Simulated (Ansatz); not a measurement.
Two isomers of C4H6BF: A = `B/C=C(\F)C=C`, B = `CB1C=C1CF`.

Isolated molecules relaxed with PBE0-D4/def2-TZVP in Ansatz; ΔE leaves out vibrations. CBS: MP2 limit from def2 TZ/QZ plus the TZ coupled-cluster correction, frozen cores. Functionals use def2-TZVPP. B3LYP here is the variant with VWN-RPA as its local correlation; programs differ in this. Each species was taken in one conformer, which may not be the lowest.

A:

Z-matrix (Å, degrees):
```
B
C 1 1.523
H 1 1.194 2 120.8
H 1 1.196 2 119.8 3 180.0
C 2 1.348 1 124.7 3 -0.0
H 2 1.086 1 121.5 3 180.0
C 5 1.448 2 125.9 1 -180.0
F 5 1.331 2 120.4 1 -0.0
C 7 1.331 5 123.8 2 180.0
H 7 1.084 5 115.2 2 -0.0
H 9 1.083 7 121.0 5 -180.0
H 9 1.083 7 121.3 5 -0.0
```

B:

Z-matrix (Å, degrees):
```
C
B 1 1.550
H 1 1.094 2 110.0
H 1 1.094 2 110.3 3 -116.6
H 1 1.091 2 113.5 3 121.5
C 2 1.467 1 154.5 3 -119.6
C 2 1.479 1 151.0 3 60.1
H 6 1.082 2 159.0 1 -0.2
C 7 1.465 2 158.5 1 0.2
F 9 1.380 7 112.3 2 0.1
H 9 1.096 7 110.2 2 -120.2
H 9 1.096 7 110.2 2 120.4
```

Problem. Which isomer does CCSD(T)/CBS put lower? Give the gap. (Estimate.)

Solution. Ansatz gave: B, by 24.0 kJ/mol.

Problem. Give E(B) − E(A) in kJ/mol with HF/def2-TZVPP, PBE-D4, ωB97M-V, B3LYP-D4, B2PLYP, CCSD/def2-TZVPP, r2SCAN-D4. (An estimate is asked.)

Solution. Ansatz gave: HF/def2-TZVPP -20.8, PBE-D4 -26.9, ωB97M-V -36.3, B3LYP-D4 -13.5, B2PLYP -20.2, CCSD/def2-TZVPP -26.3, r2SCAN-D4 -25.1. None reverses the order clearly.

Largest T1 diagnostic: 0.012.

From PBE to PBE0 (25 % exact exchange), in def2-TZVPP and without D4, E(B) − E(A) moves by −12.0 kJ/mol.
